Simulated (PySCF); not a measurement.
**Ru⁺: excitation energy**

Ru⁺ [Kr] 4d7 (4F) → Ru⁺ [Kr] 4d6 5p1 (high-spin determinant), as a difference of total energies. Computed with PySCF 2.14 in aug-cc-pVTZ-PP with ECP28MDF (6s6p5d3f2g, 88 functions), with a scalar-relativistic core potential. Correlated levels: valence: 4s2 4p6 frozen. The calculations carry no spin-orbit coupling.

```tsv
method	excitation energy (cm⁻¹)
UHF	37830
MP2 (valence)	45671
SCS-MP2 (valence)	48917
CCSD (valence)	44739
CCSD(T) (valence)	45081
```

The determinant of the upper state mixes LS terms, which raises its energy above the lowest term, most at the Hartree-Fock and MP2 levels.
